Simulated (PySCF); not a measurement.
Distances in Å between the heavy atoms of a computed structure (PBE0-D3(BJ)/def2-SVP; lower triangle, same order across):
```
O1    0.00
C2    1.21  0.00
C3    2.36  1.46  0.00
C4    3.59  2.48  1.36  0.00
C5    4.77  3.80  2.41  1.47  0.00
C6    4.86  4.14  2.69  2.40  1.35  0.00
Si7   3.35  3.02  1.88  2.63  2.63  1.88  0.00
```

Hydrogens: 1 on C2, 1 on C4, 1 on C5, 1 on C6, 2 on Si7.

Charge 0, singlet.

(1) Read off the bonds between heavy atoms and their formal orders.

(2) Write the SMILES.

(3) Which rings does it hold (smallest set)?

(4) Classify the heavy atoms.

Results:

(1) O1–C2 (double); C2–C3 (single); C3–C4 (double); C4–C5 (single); C5–C6 (double); C6–Si7 (single); C3–Si7 (single).

(2) `O=CC1=CC=C[SiH2]1`, C5H6OSi. Among its features: aldehyde, C=C double bond, Si–H bond and C–Si bond.

(3) C3–C4–C5–C6–Si7 (5 members, 0.00 Å rms from planarity).

(4) O1: aldehyde oxygen; C2: aldehyde carbon; C3: fully substituted alkene carbon; C4: alkene CH carbon; C5: alkene CH carbon; C6: alkene CH carbon; Si7: SiH2 silicon.

Shape of the structure used: `[O:1]=[CH:2][C:3]1=[CH:4][CH:5]=[CH:6][SiH2:7]1`: O1–C2–C3–C4 180°.
